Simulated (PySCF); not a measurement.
Run record: excited-state job, C4H18N6Si4.

Method: TDDFT PBE0/def2-SVPD, vertical, gas phase, core orbitals frozen in the response (PySCF 2.14.0, density-fitted response routines). Geometry: PBE0-D3(BJ)/def2-SVP. The command runs a driver script over a list of jobs; the input below is this job's line of settings and its coordinates in Å.

Command:
```bash
OMP_NUM_THREADS=2 python probes_run.py task.json out
```

Input:
```
{"job": {"kind": "uv", "xc": "PBE0", "basis": "def2-SVPD", "ip": false, "nstates": 10}, "charge": 0, "multiplicity": 1}
Si     1.131105    -0.201821    -1.421294
C      2.240817    -0.458138    -2.893793
N      1.354444     1.345176    -0.637187
Si     0.328816     1.637053     0.757003
C      0.658999     3.283901     1.558992
N     -1.315268     1.510538     0.165118
Si    -1.694924    -0.039782    -0.574822
C     -3.477671    -0.127764    -1.106116
N     -0.567809    -0.229602    -1.901664
N     -1.323169    -1.321516     0.587743
Si     0.325637    -1.297161     1.192997
C      0.623339    -2.647313     2.440724
N      1.401055    -1.424101    -0.188194
N      0.618187     0.302389     1.859251
H      3.296620    -0.399179    -2.590100
H      2.071320    -1.443738    -3.356094
H      2.052001     0.307164    -3.662156
H      1.305342     2.102760    -1.318889
H      0.431840     4.109517     0.867213
H      0.035544     3.406971     2.458187
H      1.714625     3.367718     1.859243
H     -2.034187     1.844381     0.804002
H     -3.701814    -1.104840    -1.560941
H     -3.694791     0.660839    -1.841993
H     -4.157381     0.006101    -0.249521
H     -0.822206    -1.010998    -2.504702
H     -2.026062    -1.443493     1.315674
H      1.676522    -2.660069     2.761060
H     -0.003801    -2.497834     3.333364
H      0.381520    -3.633353     2.014742
H      1.510951    -2.364203    -0.563490
H      1.516218     0.372196     2.337221
```

**Question.** What does the run print?

**Answer.** 
```
coarse grid: 28376 points
cycle   1  E = -1647.9992335986  dE =  1.766e+00  |g| = 1.062e+00  |ddm| = 1.072e+01
cycle   2  E = -1647.8400284317  dE =  1.592e-01  |g| = 1.344e+00  |ddm| = 5.813e+00
cycle   3  E = -1648.2546357942  dE = -4.146e-01  |g| = 1.364e-01  |ddm| = 3.273e+00
cycle   4  E = -1648.2590054141  dE = -4.370e-03  |g| = 4.031e-02  |ddm| = 4.358e-01
cycle   5  E = -1648.2594238353  dE = -4.184e-04  |g| = 3.639e-03  |ddm| = 1.345e-01
cycle   6  E = -1648.2594260179  dE = -2.183e-06  |g| = 1.956e-03  |ddm| = 2.401e-02
final grid: 255184 points
cycle   7  E = -1648.4410204409  dE = -6.364e-05  |g| = 1.278e-02  |ddm| = 2.502e-01
cycle   8  E = -1648.4410012487  dE =  1.919e-05  |g| = 1.594e-02  |ddm| = 5.263e-02
cycle   9  E = -1648.4410592739  dE = -5.803e-05  |g| = 1.344e-03  |ddm| = 2.869e-02
cycle  10  E = -1648.4410597011  dE = -4.273e-07  |g| = 2.217e-04  |ddm| = 3.019e-03
cycle  11  E = -1648.4410597117  dE = -1.059e-08  |g| = 9.850e-05  |ddm| = 9.454e-04
cycle  12  E = -1648.4410597139  dE = -2.133e-09  |g| = 2.270e-05  |ddm| = 2.703e-04
cycle  13  E = -1648.4410597140  dE = -1.169e-10  |g| = 4.218e-06  |ddm| = 7.828e-05
converged SCF energy = -1648.4410597140

Static polarisability (au): isotropic 173.194, principal 173.029 173.096 173.457

Singlet excitations
state   eV       nm        f      main configurations
  1   5.7085    217.2   0.01558   H->L 0.94
  2   5.7689    214.9   0.03626   H-1->L 0.94
  3   6.2437    198.6   0.01141   H-2->L 0.91
  4   6.5024    190.7   0.01971   H->L+1 0.59, H-3->L 0.20, H-1->L+2 0.09
  5   6.5584    189.0   0.01174   H-1->L+1 0.58, H->L+2 0.16, H->L+4 0.09
  6   6.6050    187.7   0.03625   H-3->L 0.52, H->L+1 0.25, H-1->L+1 0.12
  7   6.6752    185.7   0.01516   H->L+2 0.45, H-1->L+1 0.13, H-1->L+3 0.10
  8   6.7023    185.0   0.01017   H->L+3 0.55, H-1->L+2 0.14, H->L+2 0.09
  9   6.7466    183.8   0.00078   H-1->L+3 0.28, H-1->L+2 0.20, H-1->L+4 0.15
 10   6.7820    182.8   0.00703   H-1->L+3 0.41, H-1->L+2 0.33, H->L+2 0.10

Triplet excitations (Tamm-Dancoff, eV): 5.5642 5.6154 6.0862 6.3357
```

The SCF starts on a coarse grid where the log names one; the energy can jump when the final grid takes over, and dE then counts from the start density on the new grid. H and L stand for HOMO and LUMO; the number after each pair is its weight.

**Question.** How does the lowest singlet excitation compare with the HOMO–LUMO gap?

**Answer.** HOMO -6.60 eV and LUMO 0.13 eV give a gap of 6.73 eV; S1 at 5.71 eV lies 1.02 eV below it.

Main results: HOMO -6.60 eV, LUMO 0.13 eV; lowest singlet 5.71 eV; lowest triplet 5.56 eV (Tamm–Dancoff); mean polarisability 173.2 au.

Time: 3.6 min wall, 7.8 min CPU (with the writing of density and orbital grids); peak memory 3.0 GiB. Hardware: an Intel Xeon 6975P-C with 2 threads, no GPU, on a shared host.

One conformer stands for the species.
Labels such as C1 count atoms from 1, the log's own numbers from 0.
